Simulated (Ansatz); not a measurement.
Ansatz (a program for electronic structure) input (HF/6-31G*):

Ansatz 0.2 input:
```yaml
crystal:
  periodic: [false, false, false]
  atoms:
    - {symbol: N, position_ang: [-2.04910731, -0.65555665, -0.29959726]}
    - {symbol: Si, position_ang: [-1.03044025, 0.66293509, 0.25394546]}
    - {symbol: N, position_ang: [0.57389331, 0.29265932, 0.63083777]}
    - {symbol: Si, position_ang: [1.80359310, -0.47214633, -0.51799433]}
    - {symbol: H, position_ang: [-1.86225190, -0.90244996, -1.25353913]}
    - {symbol: H, position_ang: [-1.94009442, -1.49247889, 0.24260755]}
    - {symbol: H, position_ang: [-1.67659012, 1.20896097, 1.48625631]}
    - {symbol: H, position_ang: [-1.22191617, 1.68188162, -0.81320630]}
    - {symbol: H, position_ang: [0.87909267, 0.51015983, 1.55764380]}
    - {symbol: H, position_ang: [2.99919387, 0.45590550, -0.24355941]}
    - {symbol: H, position_ang: [2.32492432, -1.59274045, 0.40179755]}
basis:
  gaussian:
    orbitals: 6-31G*
hamiltonian:
  xc: {name: HF}
total_charge: -1
phonons: {temperatures: {t_min: 298.15, t_max: 298.15, t_step: 100}}
```

Output:

```
Functional definition: HF
integrals: 0.03 GiB planned
911 factors; integrals over basis functions are off by at most 4.7e-4 eV
mean field: 0.22 GiB planned
mean field evaluation 1: about -18796.3091 eV, gradient 2.6e1 eV
mean field evaluation 2: about -18796.3899 eV, gradient 2.6e1 eV
mean field evaluation 4: about -18798.4659 eV, gradient 3.7e0 eV
mean field evaluation 8: about -18798.5080 eV, gradient 2.1e-1 eV
mean field -18798.50828027 eV, -690.8324372134 hartree, gradient 2.0e-5 eV, S^2 0.000000; 0 other end points of the search recorded, 0 dependent functions left out
the calculation of the forces begins
reference -18798.50828027 eV, -690.8324372134 hartree; 25, 25 occupied and 57, 57 virtual orbitals, 911 factors
these checks for a lower state are left out or cut short: stability, starts, cluster_reference, orbital_swaps, neighbouring_geometries, increment
integrals: 0.03 GiB planned
911 factors; integrals over basis functions are off by at most 4.7e-4 eV
mean field: 0.22 GiB planned
mean field evaluation 16: about -18798.5082 eV, gradient 3.4e-4 eV
mean field -18798.50823869 eV, -690.8324356854 hartree, gradient 3.5e-6 eV, S^2 0.000000; 0 other end points of the search recorded, 0 dependent functions left out
the calculation of the forces begins
reference -18798.50823869 eV, -690.8324356854 hartree; 25, 25 occupied and 57, 57 virtual orbitals, 911 factors
these checks for a lower state are left out or cut short: stability, starts, cluster_reference, orbital_swaps, neighbouring_geometries, increment
integrals: 0.03 GiB planned
911 factors; integrals over basis functions are off by at most 4.7e-4 eV
mean field: 0.22 GiB planned
mean field -18798.50823175 eV, -690.8324354303 hartree, gradient 3.2e-6 eV, S^2 0.000000; 0 other end points of the search recorded, 0 dependent functions left out
the calculation of the forces begins
reference -18798.50823175 eV, -690.8324354303 hartree; 25, 25 occupied and 57, 57 virtual orbitals, 911 factors
these checks for a lower state are left out or cut short: stability, starts, cluster_reference, orbital_swaps, neighbouring_geometries, increment
integrals: 0.03 GiB planned
911 factors; integrals over basis functions are off by at most 4.7e-4 eV
mean field: 0.22 GiB planned
mean field -18798.50808807 eV, -690.8324301500 hartree, gradient 1.5e-6 eV, S^2 0.000000; 0 other end points of the search recorded, 0 dependent functions left out
the calculation of the forces begins
reference -18798.50808807 eV, -690.8324301500 hartree; 25, 25 occupied and 57, 57 virtual orbitals, 911 factors
these checks for a lower state are left out or cut short: stability, starts, cluster_reference, orbital_swaps, neighbouring_geometries, increment
integrals: 0.03 GiB planned
911 factors; integrals over basis functions are off by at most 4.7e-4 eV
mean field: 0.22 GiB planned
mean field evaluation 32: about -18798.5080 eV, gradient 1.4e-1 eV
mean field -18798.50809351 eV, -690.8324303501 hartree, gradient 1.5e-6 eV, S^2 0.000000; 0 other end points of the search recorded, 0 dependent functions left out
the calculation of the forces begins
reference -18798.50809351 eV, -690.8324303501 hartree; 25, 25 occupied and 57, 57 virtual orbitals, 911 factors
these checks for a lower state are left out or cut short: stability, starts, cluster_reference, orbital_swaps, neighbouring_geometries, increment
integrals: 0.03 GiB planned
911 factors; integrals over basis functions are off by at most 4.7e-4 eV
mean field: 0.22 GiB planned
mean field -18798.50806718 eV, -690.8324293824 hartree, gradient 1.3e-6 eV, S^2 0.000000; 0 other end points of the search recorded, 0 dependent functions left out
the calculation of the forces begins
reference -18798.50806718 eV, -690.8324293824 hartree; 25, 25 occupied and 57, 57 virtual orbitals, 911 factors
these checks for a lower state are left out or cut short: stability, starts, cluster_reference, orbital_swaps, neighbouring_geometries, increment
integrals: 0.03 GiB planned
911 factors; integrals over basis functions are off by at most 4.7e-4 eV
mean field: 0.22 GiB planned
mean field -18798.50807032 eV, -690.8324294979 hartree, gradient 1.4e-6 eV, S^2 0.000000; 0 other end points of the search recorded, 0 dependent functions left out
the calculation of the forces begins
reference -18798.50807032 eV, -690.8324294979 hartree; 25, 25 occupied and 57, 57 virtual orbitals, 911 factors
these checks for a lower state are left out or cut short: stability, starts, cluster_reference, orbital_swaps, neighbouring_geometries, increment
integrals: 0.03 GiB planned
911 factors; integrals over basis functions are off by at most 4.7e-4 eV
mean field: 0.22 GiB planned
mean field -18798.50813592 eV, -690.8324319087 hartree, gradient 3.4e-6 eV, S^2 0.000000; 0 other end points of the search recorded, 0 dependent functions left out
[...]
these checks for a lower state are left out or cut short: stability, starts, cluster_reference, orbital_swaps, neighbouring_geometries, increment
integrals: 0.03 GiB planned
911 factors; integrals over basis functions are off by at most 4.7e-4 eV
mean field: 0.22 GiB planned
mean field -18798.50825121 eV, -690.8324361453 hartree, gradient 1.6e-6 eV, S^2 0.000000; 0 other end points of the search recorded, 0 dependent functions left out
the calculation of the forces begins
reference -18798.50825121 eV, -690.8324361453 hartree; 25, 25 occupied and 57, 57 virtual orbitals, 911 factors
these checks for a lower state are left out or cut short: stability, starts, cluster_reference, orbital_swaps, neighbouring_geometries, increment
integrals: 0.03 GiB planned
911 factors; integrals over basis functions are off by at most 4.7e-4 eV
mean field: 0.22 GiB planned
mean field -18798.50824982 eV, -690.8324360945 hartree, gradient 1.6e-6 eV, S^2 0.000000; 0 other end points of the search recorded, 0 dependent functions left out
the calculation of the forces begins
reference -18798.50824982 eV, -690.8324360945 hartree; 25, 25 occupied and 57, 57 virtual orbitals, 911 factors
these checks for a lower state are left out or cut short: stability, starts, cluster_reference, orbital_swaps, neighbouring_geometries, increment
integrals: 0.03 GiB planned
911 factors; integrals over basis functions are off by at most 4.7e-4 eV
mean field: 0.22 GiB planned
mean field evaluation 352: about -18798.5083 eV, gradient 5.7e-5 eV
mean field -18798.50825941 eV, -690.8324364466 hartree, gradient 2.9e-6 eV, S^2 0.000000; 0 other end points of the search recorded, 0 dependent functions left out
the calculation of the forces begins
reference -18798.50825941 eV, -690.8324364466 hartree; 25, 25 occupied and 57, 57 virtual orbitals, 911 factors
these checks for a lower state are left out or cut short: stability, starts, cluster_reference, orbital_swaps, neighbouring_geometries, increment
integrals: 0.03 GiB planned
911 factors; integrals over basis functions are off by at most 4.7e-4 eV
mean field: 0.22 GiB planned
mean field -18798.50825742 eV, -690.8324363738 hartree, gradient 2.9e-6 eV, S^2 0.000000; 0 other end points of the search recorded, 0 dependent functions left out
the calculation of the forces begins
reference -18798.50825742 eV, -690.8324363738 hartree; 25, 25 occupied and 57, 57 virtual orbitals, 911 factors
these checks for a lower state are left out or cut short: stability, starts, cluster_reference, orbital_swaps, neighbouring_geometries, increment
integrals: 0.03 GiB planned
911 factors; integrals over basis functions are off by at most 4.7e-4 eV
mean field: 0.22 GiB planned
mean field -18798.50827381 eV, -690.8324369760 hartree, gradient 2.4e-6 eV, S^2 0.000000; 0 other end points of the search recorded, 0 dependent functions left out
the calculation of the forces begins
reference -18798.50827381 eV, -690.8324369760 hartree; 25, 25 occupied and 57, 57 virtual orbitals, 911 factors
these checks for a lower state are left out or cut short: stability, starts, cluster_reference, orbital_swaps, neighbouring_geometries, increment
integrals: 0.03 GiB planned
911 factors; integrals over basis functions are off by at most 4.7e-4 eV
mean field: 0.22 GiB planned
mean field -18798.50827257 eV, -690.8324369303 hartree, gradient 2.7e-6 eV, S^2 0.000000; 0 other end points of the search recorded, 0 dependent functions left out
the calculation of the forces begins
reference -18798.50827257 eV, -690.8324369303 hartree; 25, 25 occupied and 57, 57 virtual orbitals, 911 factors
these checks for a lower state are left out or cut short: stability, starts, cluster_reference, orbital_swaps, neighbouring_geometries, increment
integrals: 0.03 GiB planned
911 factors; integrals over basis functions are off by at most 4.7e-4 eV
mean field: 0.22 GiB planned
mean field -18798.50826819 eV, -690.8324367693 hartree, gradient 1.1e-6 eV, S^2 0.000000; 0 other end points of the search recorded, 0 dependent functions left out
the calculation of the forces begins
reference -18798.50826819 eV, -690.8324367693 hartree; 25, 25 occupied and 57, 57 virtual orbitals, 911 factors
these checks for a lower state are left out or cut short: stability, starts, cluster_reference, orbital_swaps, neighbouring_geometries, increment
integrals: 0.03 GiB planned
911 factors; integrals over basis functions are off by at most 4.7e-4 eV
mean field: 0.22 GiB planned
mean field evaluation 384: about -18798.5083 eV, gradient 1.2e-6 eV
mean field -18798.50826913 eV, -690.8324368041 hartree, gradient 1.2e-6 eV, S^2 0.000000; 0 other end points of the search recorded, 0 dependent functions left out
the calculation of the forces begins
reference -18798.50826913 eV, -690.8324368041 hartree; 25, 25 occupied and 57, 57 virtual orbitals, 911 factors
these checks for a lower state are left out or cut short: stability, starts, cluster_reference, orbital_swaps, neighbouring_geometries, increment
integrals: 0.03 GiB planned
911 factors; integrals over basis functions are off by at most 4.7e-4 eV
mean field: 0.22 GiB planned
mean field -18798.50825292 eV, -690.8324362081 hartree, gradient 1.4e-6 eV, S^2 0.000000; 0 other end points of the search recorded, 0 dependent functions left out
the calculation of the forces begins
reference -18798.50825292 eV, -690.8324362081 hartree; 25, 25 occupied and 57, 57 virtual orbitals, 911 factors
these checks for a lower state are left out or cut short: stability, starts, cluster_reference, orbital_swaps, neighbouring_geometries, increment
integrals: 0.03 GiB planned
911 factors; integrals over basis functions are off by at most 4.7e-4 eV
mean field: 0.22 GiB planned
mean field -18798.50825337 eV, -690.8324362247 hartree, gradient 1.4e-6 eV, S^2 0.000000; 0 other end points of the search recorded, 0 dependent functions left out
the calculation of the forces begins
reference -18798.50825337 eV, -690.8324362247 hartree; 25, 25 occupied and 57, 57 virtual orbitals, 911 factors
these checks for a lower state are left out or cut short: stability, starts, cluster_reference, orbital_swaps, neighbouring_geometries, increment
integrals: 0.03 GiB planned
911 factors; integrals over basis functions are off by at most 4.7e-4 eV
mean field: 0.22 GiB planned
mean field -18798.50826212 eV, -690.8324365463 hartree, gradient 2.9e-6 eV, S^2 0.000000; 0 other end points of the search recorded, 0 dependent functions left out
the calculation of the forces begins
reference -18798.50826212 eV, -690.8324365463 hartree; 25, 25 occupied and 57, 57 virtual orbitals, 911 factors
these checks for a lower state are left out or cut short: stability, starts, cluster_reference, orbital_swaps, neighbouring_geometries, increment
integrals: 0.03 GiB planned
911 factors; integrals over basis functions are off by at most 4.7e-4 eV
mean field: 0.22 GiB planned
mean field -18798.50825980 eV, -690.8324364611 hartree, gradient 2.8e-6 eV, S^2 0.000000; 0 other end points of the search recorded, 0 dependent functions left out
the calculation of the forces begins
reference -18798.50825980 eV, -690.8324364611 hartree; 25, 25 occupied and 57, 57 virtual orbitals, 911 factors
Total energy: -18798.50828027 eV, -690.8324372134 hartree
Atom 0 at    -2.049107    -0.655557    -0.299597 Å, force     0.001347    -0.001202    -0.000916 eV/Å
Atom 1 at    -1.030440     0.662935     0.253945 Å, force     0.000321    -0.001037     0.000175 eV/Å
Atom 2 at     0.573893     0.292659     0.630838 Å, force    -0.001521     0.000544    -0.000334 eV/Å
Atom 3 at     1.803593    -0.472146    -0.517994 Å, force    -0.000414    -0.000172    -0.000981 eV/Å
Atom 4 at    -1.862252    -0.902450    -1.253539 Å, force    -0.000375     0.000504     0.002500 eV/Å
Atom 5 at    -1.940094    -1.492479     0.242608 Å, force    -0.000551     0.000805    -0.001276 eV/Å
Atom 6 at    -1.676590     1.208961     1.486256 Å, force    -0.000085     0.000001     0.000340 eV/Å
Atom 7 at    -1.221916     1.681882    -0.813206 Å, force     0.000458     0.000252    -0.000574 eV/Å
Atom 8 at     0.879093     0.510160     1.557644 Å, force     0.000758    -0.000013     0.000357 eV/Å
Atom 9 at     2.999194     0.455906    -0.243559 Å, force     0.000248     0.000387     0.000252 eV/Å
Atom 10 at     2.324924    -1.592740     0.401798 Å, force    -0.000187    -0.000069     0.000457 eV/Å
Dipole moment:    -0.988156     0.113336     0.510599 e Å
Vibrations: 84.38 115.07 156.32 196.40 322.60 434.72 550.94 645.24 731.02 808.61 821.58 830.37 888.36 992.43 1019.83 1058.52 1080.83 1090.10 1269.40 1777.14 1959.53 2010.28 2246.33 2298.32 3725.31 3792.36 3806.34 cm⁻¹, zero-point energy 2.151889 eV
```

The blocks after the first are displaced geometries, from whose forces the wavenumbers follow.

The dipole moment of an ion depends on the origin.
